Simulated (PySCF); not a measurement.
Start geometry of `C=N[SiH2]O[SiH3]` from a GFN2-xTB structure with every atom displaced at random (by about 0.01 Å) (Å):
```
atom  x, y, z in Å
C1     2.513    0.795    0.463
N2     1.401    0.572   -0.102
Si3    0.501   -0.866   -0.453
O4    -0.966   -0.588    0.033
Si5   -2.434    0.156    0.038
H6     3.148    0.073    0.903
H7     2.851    1.848    0.524
H8     0.896   -2.081    0.266
H9     0.581   -0.965   -1.879
H10   -3.276   -0.720    0.866
H11   -2.273    1.481    0.658
H12   -2.903    0.265   -1.323
```

**Question.** What comes out of this run: PySCF, PBE0-D3(BJ)/def2-SVP geometry optimisation, gas phase?

**Answer.** 
```
atom  x, y, z in Å
C1     2.3450    0.7915    0.4019
N2     1.2646    0.5720   -0.2105
Si3    0.4962   -0.9893   -0.4105
O4    -1.0672   -0.8444    0.1018
Si5   -2.3122    0.2589    0.0562
H6     2.9613    0.0083    0.8963
H7     2.7491    1.8187    0.4816
H8     1.1496   -2.0635    0.3980
H9     0.5427   -1.3164   -1.8634
H10   -3.5686   -0.4640    0.4014
H11   -2.0813    1.3501    1.0473
H12   -2.4398    0.8507   -1.3096
```

The energy falls by 0.350 eV over 18 energy and gradient evaluations, the largest force component goes from 0.0490 to 1.3e-04 Eh/bohr, and the atoms move by 0.348 Å rms after alignment. The bond that changes most is Si3–O4 (oxygen-bound silicon to siloxane oxygen), which lengthens by 0.082 Å. Bonds longer at the end by more than 0.005 Å: 9 of 11; shorter: 1. Among the angles that change most is Si3–O4–Si5, from 156.1° to 139.3°. Among the dihedrals that turn most is H9–Si3–O4–Si5, from -47° to -78°. Rotational constants go from 7927, 1479, 1307 to 6591, 1626, 1382 MHz. The orientation of the end geometry is arbitrary; only internal coordinates are fixed.

The run used 113 basis functions and 121 SCF cycles in all. Time: 1.7 min of wall time; peak memory 0.46 GiB. Hardware: an Intel Xeon Platinum 8259CL at 2.50 GHz with one thread, shared host with 96 logical CPUs at a one-minute load of 38.

Not checked by PBE0-D3(BJ)/def2-SVP frequencies. The numbers are those of one conformer.
